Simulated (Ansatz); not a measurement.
C$_{2}$H$_{7}$PSi, SMILES `P[SiH]1CC1`, relaxed with RKS PBE0-D4/def2-TZVP in Ansatz 0.2.0 from a PBE-D4/def2-SVP geometry. The force threshold is 0.005 eV/Å; the program also tests the step.

Total charge 0; spin multiplicity 1.

Start:

```xyz
11

P     0.806    1.553    1.472
Si    0.303    0.401   -0.398
C     0.020   -1.448   -0.183
C    -1.273   -0.626   -0.320
H     0.437    2.837    0.929
H     2.196    1.730    1.133
H     0.771    0.870   -1.743
H     0.227   -1.901    0.802
H     0.281   -2.116   -1.022
H    -1.858   -0.751   -1.248
H    -1.911   -0.550    0.577
```

**Question.** By how much does the energy fall, and how many steps does the optimiser take? (Estimate.)

**Answer.** The calculation gave: 1.27 kcal/mol, in 5 steps.

**Question.** Which bonds change most? (Estimate.)

**Answer.** The calculation gave: Si2–C3 from 1.883 to 1.853 Å; Si2–C4 from 1.883 to 1.853 Å; P1–Si2 from 2.253 to 2.230 Å; P1–H6 from 1.442 to 1.421 Å.

**Question.** Give the relaxed structure. (Estimate.)

**Answer.** Computed: 
```xyz
11

P     0.811    1.544    1.453
Si    0.291    0.393   -0.385
C     0.030   -1.430   -0.177
C    -1.264   -0.614   -0.322
H     0.440    2.807    0.919
H     2.182    1.706    1.114
H     0.744    0.876   -1.710
H     0.210   -1.882    0.793
H     0.281   -2.089   -1.002
H    -1.826   -0.759   -1.239
H    -1.898   -0.552    0.556
```
